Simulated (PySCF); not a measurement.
Simulated absorption spectrum

SnH(NHMe)3, C3H13N3Sn.
SMILES: `[H][Sn]([NH]C)([NH]C)[NH]C`

Level of theory: TDDFT wB97X-D/def2-SVPD, vertical, gas phase, core orbitals frozen in the response, def2 core potentials past Kr in PySCF 2.14.0, density-fitted response routines. One conformer (not necessarily the lowest) at the PBE0-D3(BJ)/def2-SVP geometry, without solvent, vibrations or thermal averaging. Spin–orbit coupling is left out.

Each state is given a Gaussian of 0.3 eV full width at half maximum, with ε(max) = 2.175×10⁸ f / Δν̃ (Δν̃ the width in cm⁻¹). The width is an assumption, not a result. The curve ends short of the highest state used, and states not computed would add to its high-energy end.

| λ (nm) | ε (L mol⁻¹ cm⁻¹) |
| --- | --- |
| 204.3 | 25 |
| 205.3 | 17 |
| 206.3 | 20 |
| 207.2 | 32 |
| 208.2 | 58 |
| 209.1 | 100 |
| 210.1 | 178 |
| 211.1 | 301 |
| 212.0 | 469 |
| 213.0 | 736 |
| 214.0 | 1112 |
| 214.9 | 1559 |
| 215.9 | 2192 |
| 216.8 | 2885 |
| 217.8 | 3784 |
| 218.8 | 4786 |
| 219.7 | 5735 |
| 220.7 | 6780 |
| 221.7 | 7737 |
| 222.6 | 8455 |
| 223.6 | 9029 |
| 224.5 | 9301 |
| 225.5 | 9307 |
| 226.5 | 9004 |
| 227.4 | 8496 |
| 228.4 | 7721 |
| 229.4 | 6795 |
| 230.3 | 5896 |
| 231.3 | 4890 |
| 232.2 | 4027 |
| 233.2 | 3154 |
| 234.2 | 2400 |
| 235.1 | 1832 |
| 236.1 | 1321 |
| 237.1 | 928 |
| 238.0 | 659 |
| 239.0 | 440 |
| 240.0 | 287 |
| 240.9 | 191 |
| 241.9 | 119 |
| 242.8 | 76 |
| 243.8 | 45 |
| 244.8 | 26 |
| 245.7 | 16 |

(1) Where are the band maxima, and which computed states make them?

(2) Coming from long wavelengths, where does ε first pass 100 L mol⁻¹ cm⁻¹?

(3) On this curve, what absorbance would a 10⁻⁴ mol/L sample give at 222 nm over a 1 cm path?

Results:

(1) 225 nm (5.51 eV), ε about 9300, made up of S1 (45%) and S2 (45%) (ε in L mol⁻¹ cm⁻¹; maxima over ε = 5, shares over 10%). At its high-energy end, 6.07 eV, the curve is still rising (ε about 25, from S3, S4, S5 and S6). The states used: S1 5.50 eV (f 0.048); S2 5.50 eV (f 0.047); S3 5.62 eV (f 0.015); S4 6.46 eV (f 0.011); S5 6.47 eV (f 0.011); S6 6.48 eV (f 0.0091); S7 6.65 eV (f 0.0004); S8 6.65 eV (f 0.0008); S9 6.67 eV (f 0.0003).

(2) At about 242 nm (5.12 eV), 0.38 eV below S1.

(3) 222 nm is 5.585 eV, where ε is about 8000 L mol⁻¹ cm⁻¹, so A = ε c l ≈ 0.8 (Beer–Lambert, with the gas-phase spectrum and the assumed width).
